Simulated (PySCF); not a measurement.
Species: C₂H₆B₂O₄.
Structure used (PBE0-D3(BJ)/def2-SVP), in Å, numbered top down from 1:
```
atom  x, y, z in Å
O1     2.6798    0.8685    0.8481
B2     2.0025   -0.2960    0.6182
O3     2.6995   -1.4592    0.6328
B4     0.3132   -0.2074    0.3316
O5    -0.2936    1.0254    0.3877
C6    -1.6809    0.8648    0.1319
C7    -1.8629   -0.6474   -0.1093
O8    -0.5676   -1.2062    0.0428
H9     2.0803    1.6223    0.8204
H10    3.6338   -1.2972    0.8151
H11   -2.2570    1.2291    0.9977
H12   -1.9652    1.4722   -0.7423
H13   -2.2405   -0.8720   -1.1197
H14   -2.5482   -1.1122    0.6175
```

Computed with PySCF at PBE0/pcSseg-1 and CAM-B3LYP/def2-SVPD, non-relativistic, on one gas-phase PBE0-D3(BJ)/def2-SVP geometry that isn't relaxed in the solvent. The solvent is an IEF-PCM continuum (cavity from Bondi-type radii × 1.2). The model holds no explicit solvent molecules, cavitation or dispersion.

Gas phase at PBE0/pcSseg-1: HOMO -8.08 eV, LUMO -0.37 eV, dipole 2.89 D.

Task: What does the continuum do to the energy, the frontier levels and the dipole at PBE0/pcSseg-1 in acetonitrile?

Result: 
```csv
solvent,ε,E(solvent) − E(gas) (kJ/mol),polarisation term (kJ/mol),distortion of the solute (kJ/mol),HOMO (eV),LUMO (eV),dipole (D)
acetonitrile,35.69,-38.26,-42.43,4.17,-7.93,-0.45,3.57
```

The polarisation term is half the interaction of the solute with the surface charges that it induces; the rest is the cost of distorting the solute's density. The sum is the electrostatic part of solvation alone.

Task: Which radius a makes the point-dipole formula ΔE = −[(ε − 1)/(2ε + 1)]·μ²/a³ give the value in acetonitrile, with the gas-phase dipole?

Result: μ = 1.136 au and |ΔE| = 0.01457 Eh give a = 1.85 Å; the farthest nucleus lies 3.89 Å from the centroid of the nuclei, so such a sphere wouldn't even hold the nuclei. The formula assumes a rigid point dipole at the centre of a sphere.

Task: Give the dipole vector in the frame of the coordinates (D, pointing from negative to positive charge), gas and acetonitrile.

Result: Gas (-2.33, 1.69, -0.21), solvent (-2.85, 2.14, -0.25). Its length changes by +24 % and its direction by 1°.

Task: Which Hirshfeld charges (PBE0/pcSseg-1) respond most in acetonitrile (means over atoms taken as equivalent)?

Result: 
```json
{"atoms": "O5/O8", "environment": "boron-bound oxygen", "gas (e)": "-0.186", "solvent (e)": "-0.198", "change": "-0.012"}
{"atoms": "O1/O3", "environment": "boron-bound oxygen", "gas (e)": "-0.260", "solvent (e)": "-0.272", "change": "-0.012"}
{"atoms": "H9/H10", "environment": "hydroxyl hydrogen", "gas (e)": "+0.173", "solvent (e)": "+0.183", "change": "+0.010"}
{"atoms": "H11/H12/H13/H14", "environment": "methylene hydrogen", "gas (e)": "+0.048", "solvent (e)": "+0.055", "change": "+0.007"}
{"atoms": "B4", "environment": "three-coordinate boron", "gas (e)": "+0.163", "solvent (e)": "+0.157", "change": "-0.006"}
{"atoms": "B2", "environment": "three-coordinate boron", "gas (e)": "+0.175", "solvent (e)": "+0.171", "change": "-0.004"}
{"atoms": "C6/C7", "environment": "sp3 carbon bound to oxygen", "gas (e)": "+0.009", "solvent (e)": "+0.012", "change": "+0.003"}
```

Task: Which Mayer bond orders change most in acetonitrile?

Result: 
```json
{"bond": "C7–O8", "length (Å)": "1.419", "gas": "0.886", "solvent": "0.860", "change": "-0.026"}
{"bond": "O5–C6", "length (Å)": "1.420", "gas": "0.884", "solvent": "0.866", "change": "-0.018"}
{"bond": "O3–H10", "length (Å)": "0.966", "gas": "0.920", "solvent": "0.905", "change": "-0.015"}
{"bond": "B4–O5", "length (Å)": "1.375", "gas": "1.118", "solvent": "1.133", "change": "+0.015"}
{"bond": "O1–H9", "length (Å)": "0.963", "gas": "0.930", "solvent": "0.919", "change": "-0.011"}
{"bond": "O1–B2", "length (Å)": "1.367", "gas": "1.196", "solvent": "1.203", "change": "+0.007"}
{"bond": "C6–C7", "length (Å)": "1.542", "gas": "1.062", "solvent": "1.068", "change": "+0.006"}
{"bond": "B2–O3", "length (Å)": "1.356", "gas": "1.241", "solvent": "1.239", "change": "-0.002"}
```

Gas phase at CAM-B3LYP/def2-SVPD: HOMO -9.62 eV, LUMO 0.60 eV, dipole 2.87 D.

Task: What does the continuum do to the energy, the frontier levels and the dipole at CAM-B3LYP/def2-SVPD in acetonitrile?

Result: 
| solvent | ε | E(solvent) − E(gas) (kJ/mol) | polarisation term (kJ/mol) | distortion of the solute (kJ/mol) | HOMO (eV) | LUMO (eV) | dipole (D) |
| --- | --- | --- | --- | --- | --- | --- | --- |
| acetonitrile | 35.69 | -37.46 | -42.45 | 4.99 | -9.43 | 0.56 | 3.64 |

Task: How does the static polarisability (CAM-B3LYP/def2-SVPD, frozen core, with the continuum's full static response) change?

Result: 
```csv
medium,isotropic (au),principal values (au),⟨r²⟩ of the electrons (bohr²)
gas,62.7,"48.8, 62.8, 76.4",1085.4
acetonitrile,78.8,"63.9, 81.8, 90.8",1084.0
```

The isotropic value in acetonitrile is 1.26 times the gas-phase one; no cavity-field correction is applied. ⟨r²⟩ is taken about the centre of nuclear charge.
